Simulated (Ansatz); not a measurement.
Cartesian coordinates in Å:
```
C 0.950 -0.843 -0.830
O 0.031 -0.473 0.180
Si -0.855 0.896 0.208
O -1.676 0.949 1.617
F 0.095 2.179 0.215
H 1.325 -1.839 -0.593
H 0.473 -0.873 -1.814
H 1.793 -0.147 -0.866
H -2.136 0.151 1.883
```

Charge 0, multiplicity 2.

(1) List the CAM-B3LYP/def2-TZVPP orbital energies in eV (the Gaussian-basis code of Ansatz). (Estimate.)

Results:

(1) Ansatz gave: α occupied: -1802.66, -673.44, -522.97, -522.95, -280.43, -146.98, -102.36, -102.32, -102.29, -34.62, -30.53, -29.95, -21.32, -17.79, -16.19, -15.49, -14.85, -14.60, -14.04, -13.69, -12.74, -11.86, -11.15, -10.50, -7.61. α empty: 1.65, 2.18, 2.48, 3.15, 3.77, 4.02, 4.52, 4.92. β occupied: -1802.57, -673.37, -522.89, -522.87, -280.43, -146.86, -102.25, -102.21, -102.13, -34.46, -30.35, -29.77, -21.27, -17.58, -16.04, -15.28, -14.70, -14.53, -13.85, -13.63, -12.44, -11.63, -10.94, -10.35. β empty: -1.35, 1.83, 2.31, 2.80, 3.29, 3.97, 4.04, 4.69. ⟨S²⟩ = 0.752.
